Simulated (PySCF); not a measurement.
# Molecular orbitals of TlIn

M06-2X at R = 3.104 Å; PySCF, scalar-relativistic core potentials, basis sets Tl def2-SVP with ECP60, In def2-SVP with ECP28. State: ³Π (triplet), unpaired electrons σ ↑, π ↑. Only the outer orbitals are listed, counted within each symmetry, core potentials removing the inner ones.

```tsv
spin	orbital	occ.	ε (eV)	on Tl (%)	main shells (%)
α	7σ	1	-12.48	80	79 Tl s, 17 In s
α	8σ	1	-9.71	23	76 In s, 17 Tl s
α	9σ	1	-4.98	49	48 Tl p, 47 In p
α	5π	1	-4.46	41	58 In p, 40 Tl p
α	5π	0	-1.67	51	50 Tl p, 48 In p
α	6π	0	-0.67	59	58 Tl p, 41 In p
α	6π	0	-0.06	49	50 In p, 49 Tl p
β	7σ	1	-11.10	84	83 Tl s, 14 In s
β	8σ	1	-8.27	18	81 In s, 14 Tl s
β	5π	0	-1.95	58	58 Tl p, 41 In p
β	5π	0	-1.94	65	64 Tl p, 35 In p
β	9σ	0	-1.36	56	55 Tl p, 40 In p
```

Task: Which are the highest filled and the lowest empty level, where do they sit, and how wide is the gap?

Result: Highest filled α 5π at -4.46 eV (in %: 58 In p, 40 Tl p); lowest empty β 5π at -1.95 eV (in %: 58 Tl p, 41 In p); the gap at M06-2X is 2.51 eV. Both belong to one degenerate shell, split only by its one-sided filling, so this is no excitation gap.

| Item | Value |
| --- | --- |
| bond order (Mayer) | 1.08 |
| ⟨S²⟩ | 2.012 |
| charge on Tl (Mulliken, basis-dependent) | 0.05 |
| charge on Tl (Löwdin, basis-dependent) | 0.02 |
| dipole moment (positive dipole means Tl(−)In(+)) | -1.00 D |

Spin–orbit coupling is left out, which matters for elements this heavy, above all for dissociation energies. The state is the lowest determinant that a PBE0 search found; another state may lie lower at other levels.
